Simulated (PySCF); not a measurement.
# Reading the logs of faulty runs: BClH4NSi cation

All numbers below are calculated, not measured. The program is PySCF 2.14.0, an open-source quantum chemistry code, run on an isolated molecule that a program drew, which may never have been made. The molecule is BClH4NSi cation (charge +1, singlet), drawn as the SMILES string `[SiH3]N[B+]Cl`.

Each row is a Hartree-Fock (HF) and frozen-core CCSD(T) single point in the cc-pV(D+d)Z basis, meant for a local HF minimum. Run 1 is clean. Each other run has one planted mistake out of seven kinds, and not every kind appears here: one electron removed, one electron added, multiplicity raised by two, geometry at a saddle point, minimal basis STO-3G, one bond length entered in bohr, all coordinates scaled. The reference is restricted for singlets and unrestricted otherwise, and also for a bond in bohr. Adding or removing an electron swaps singlet and doublet. Electrons count all cores. HOMO and LUMO are orbital energies over both spins, the gradient is its largest component, and the lowest frequency (negative if imaginary) is given only where the gradient is small. Bond lengths are over the 7 bonds as drawn. T1 is the CCSD diagnostic: over 0.02 (restricted) or 0.045 (unrestricted) a single reference is doubtful.

Geometry of the clean run:
```xyz
8
BClH4NSi cation, angstrom
Si    0.0365   -0.1572   -1.1310
N    -0.1045    1.6350   -0.6616
B    -0.4642    2.1317    0.4997
Cl   -0.9177    2.7143    1.9635
H    -0.3507   -0.8404    0.1082
H     1.4399   -0.3406   -1.5055
H    -0.9080   -0.3341   -2.2356
H     0.1234    2.3036   -1.3887
```

```
run  electrons  basis functions  <S^2>  HOMO (eV)  LUMO (eV)  gradient (hartree/bohr)  lowest frequency (cm^-1)  mean bond (Å)  longest bond (Å)      T1  HF (hartree)  CCSD(T) (hartree)               mistake
  1         46               94  0.000     -17.45      -3.10                  9.8e-06                       108         1.4599             1.858  0.0140    -829.73351         -830.26040              no fault
  2         46               32  0.000     -16.41      -1.02                  5.0e-02                         -         1.4599             1.858  0.0170    -820.50600         -820.69904  minimal basis STO-3G
  3         45               94  0.772     -23.38     -14.55                  1.4e-01                         -         1.4599             1.858  0.0630    -829.14182         -829.65129  one electron removed
  4         47               94  0.766      -5.24       3.07                  6.7e-02                         -         1.4599             1.858  0.0146    -829.88596         -830.42321                     ?
  5         46               94  0.839     -14.37      -3.57                  8.0e-03                         -         1.6460             2.767  0.0444    -829.61668         -830.13301                     ?
```

**Which mistake was planted in run 4, and what did it cost?**

It counts 47 electrons, one more than the clean run, at the same geometry and basis. So the mistake is: one electron added. Subtracting run 1 and multiplying by 627.51 kcal/mol a hartree, the energy moved by -95.7 kcal/mol in HF and -102.2 kcal/mol in CCSD(T).

**Which mistake was planted in run 5, and what did it cost?**

The mean bond changes by a factor of 1.127 and the longest by 1.489, so the molecule wasn't scaled as a whole. A length L in bohr read as angstrom grows by (1/0.5292 - 1) L = 0.890 L. The 7 bonds together grew by 7 x 0.1861 = 1.303 Å, which gives L = 1.464 Å. That is the length of one of the H-Si bonds, 1.464 Å in the clean geometry. So the mistake is: one bond length entered in bohr. Subtracting run 1 and multiplying by 627.51 kcal/mol a hartree, the energy moved by 73.3 kcal/mol in HF and 79.9 kcal/mol in CCSD(T).

Cautions from the logs. Run 3: T1 is over the limit, so its CCSD(T) energy is less reliable.
